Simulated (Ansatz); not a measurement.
Ansatz (a quantum-chemistry and plane-wave program) input (B3LYP-D3(BJ)/def2-TZVP):

Ansatz 0.2 input:
```yaml
crystal:
  periodic: [false, false, false]
  atoms:
    - {symbol: C, position_ang: [0.82610293, -0.31401735, -0.02042945]}
    - {symbol: C, position_ang: [-0.46252846, -0.14963494, 0.02626714]}
    - {symbol: F, position_ang: [-1.33869402, -1.13762962, 0.14488580]}
    - {symbol: F, position_ang: [-1.13088432, 1.02200333, -0.03531216]}
    - {symbol: Cl, position_ang: [2.17853285, 0.58777798, -0.15387938]}
basis:
  gaussian:
    orbitals: def2-TZVP
hamiltonian:
  xc: b3lyp
  dispersion: d3bj
magnetization: {spin_polarized: true, initial_magnetization: 1}
relax: {f_tol: 0.002, max_steps: 150}
```

End of the output:

```
reference -20030.86779339 eV, -736.1208139971 hartree; 24, 23 occupied and 137, 138 virtual orbitals, 935 factors
relax step   7: F+E_penalty+E_count = -20031.02520111 eV  Δ(F+E_penalty+E_count) = -1.237e-5 eV  max|allowed force component| = 8.140e-4 eV/Å  Δτ_max = 0.0015 Å  (41 SCF iters, accepted)
integrals: 0.07 GiB planned
935 factors; their error is unknown
mean field: 0.87 GiB planned
mean field -20030.86759036 eV, -736.1208065358 hartree, gradient 6.1e-5 eV, S^2 0.759124; 3 other end points of the search recorded, 0 dependent functions left out
the calculation of the forces begins
reference -20030.86779339 eV, -736.1208139971 hartree; 24, 23 occupied and 137, 138 virtual orbitals, 935 factors
Total energy: -20031.02540414 eV, -736.1266060853 hartree
Atom 0 at     0.822815    -0.342899    -0.017839 Å, force     0.000398     0.000018    -0.000035 eV/Å
Atom 1 at    -0.470189    -0.156807     0.027228 Å, force    -0.000530     0.000814    -0.000095 eV/Å
Atom 2 at    -1.352567    -1.133460     0.145098 Å, force     0.000261    -0.000525     0.000065 eV/Å
Atom 3 at    -1.084560     1.019016    -0.037204 Å, force     0.000065     0.000026     0.000007 eV/Å
Atom 4 at     2.157031     0.622649    -0.155751 Å, force    -0.000194    -0.000332     0.000058 eV/Å
Dipole moment:     0.187234     0.072857    -0.014407 e Å
```

It need not be the lowest isomer of its formula.
